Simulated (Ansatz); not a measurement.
Two structures of SiH4BrOF, singlet, reached by relaxing down either side of one saddle point (PBE0-D4/def2-TZVP). Energies are electronic, without zero-point energy. Program: Ansatz 0.2.0. Basis: def2-TZVPP and def2-QZVPP. Cores are frozen in the correlated methods. Filled d shells of the heavier atoms are correlated. The def2 sets are not built for correlating such inner shells, so the correlated values are less sure here. Extrapolation: Hartree–Fock as exp(−7.88 √X), correlation as X^−2.97. First:

```
8
angstrom
Si -0.9485 -0.5419 0.0754
F -0.5934 0.1771 -1.3196
H -0.2965 -1.8691 0.0059
H -2.4164 -0.6078 0.1911
O -0.4133 0.3576 1.3182
H 1.4941 0.9681 -1.2557
Br 2.6401 1.0089 -0.4078
H 0.5337 0.5071 1.3924
```

Second:

```xyz
8
angstrom
Si -1.0147 -0.0749 -0.3943
F 2.1833 -0.1923 0.8221
H -0.9157 -1.3745 -1.0935
H -2.3440 0.5481 -0.5228
O -0.6376 -0.1456 1.1809
H 2.0041 0.3429 0.0773
Br 0.4494 1.2574 -1.4798
H 0.2752 -0.3611 1.4101
```

Problem. Which bonds change from the first to the second?

Solution. SiH₃OF ([OH][SiH2][F]) + HBr → SiH₃BrO ([OH][SiH2][Br]) + HF; bonds formed: Si1–Br7, F2–H6; bonds broken: Si1–F2, H6–Br7.

Problem. Give the saddle point's structure and its height above each. (An estimate is asked for; the value comes from the calculation.)

Solution. The calculation gives: 162.1 kJ/mol above the first and 124.6 kJ/mol above the second (CCSD(T) at an estimated basis limit (MP2 extrapolated from triple and quadruple zeta, plus CCSD(T) − MP2 in triple zeta)).
Si1  (-0.528, -0.103, -0.108)
F2  (1.350, 0.036, 0.377)
H3  (-0.392, -1.363, -0.854)
H4  (-1.642, 0.796, -0.442)
O5  (-0.861, -0.322, 1.479)
H6  (1.575, 0.550, -0.512)
Br7  (0.756, 1.242, -1.958)
H8  (-0.257, -0.837, 2.018)
(Å)

T1 diagnostic: at most 0.011.

Labels in which every atom is bracketed show which atoms are joined, not bond orders.

For scale, one of the runs: CCSD(T)/def2-TZVPP, 208 basis functions, launched by `ansatz run in.yaml --threads 4 --pin off --events-out ev --progress --plain --max-ram 9574MiB`. Hardware: 4 CPU threads of an Arm Neoverse V1, shared host. Wall time 110 s; peak host memory 2.9 GiB.
